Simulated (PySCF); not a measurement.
## Calculated properties of `P[Si](P)(P)P`

Species: H8P4Si.
Structure used (PBE0-D3(BJ)/def2-TZVP), in Å, numbered top down from 1:
```xyz
13
H8P4Si angstrom
P     -0.756   -0.803    2.004
Si     0.173   -0.057    0.084
P      2.097   -1.217   -0.156
P      0.601    2.136    0.414
P     -0.970   -0.370   -1.838
H     -1.176   -2.031    1.428
H     -2.000   -0.162    1.757
H      2.716   -0.596    0.961
H      2.642   -0.299   -1.093
H     -0.750    2.541    0.226
H      0.946    2.357   -0.946
H     -2.171    0.185   -1.320
H     -1.344   -1.706   -1.530
```

**PBE0-D3(BJ)/def2-TZVP geometry optimisation, gas phase (PySCF)**

| Property | Result |
| --- | --- |
| Rotational constants A, B, C | 1.133, 1.097, 1.056 GHz |

**B97-2/pcSseg-2 ground state and GIAO shieldings, non-relativistic (PySCF)**

| Quantity | Value |
| --- | --- |
| Dipole moment | 1.16 D |
| HOMO energy | -6.94 eV |
| LUMO energy | -0.80 eV |
| HOMO–LUMO gap | 6.14 eV |
| 1H chemical shifts (computed TMS as zero) by class | 2.22 (H6/H7/H8/H9/H10/H11/H12/H13) ppm |
| Isotropic shieldings of nuclei other than C and H, by class | 347 (Si2), 535 (P1/P3/P4/P5) ppm |

Monoisotopic mass from the formula: 159.9346 u.

With B = h/(8π²I), that is 505.379 GHz u Å² over I, the principal moments of inertia are 446.1, 460.6 and 478.6 u Å² (most abundant isotopes). The rotational constants make it an asymmetric top with κ = (2B − A − C)/(A − C) = 0.1, midway between the prolate (−1) and oblate (+1) limits. In atomic units the dipole is 0.45 e·bohr (1 au = 2.5417 D).

Geometry: PBE0-D3(BJ)/def2-TZVP; no solvent or vibrations. NMR classes are plain means over equivalent atoms (diastereotopic ones count apart unless rotation or inversion swaps them), as if these changed places fast; in this geometry the members of some classes differ.
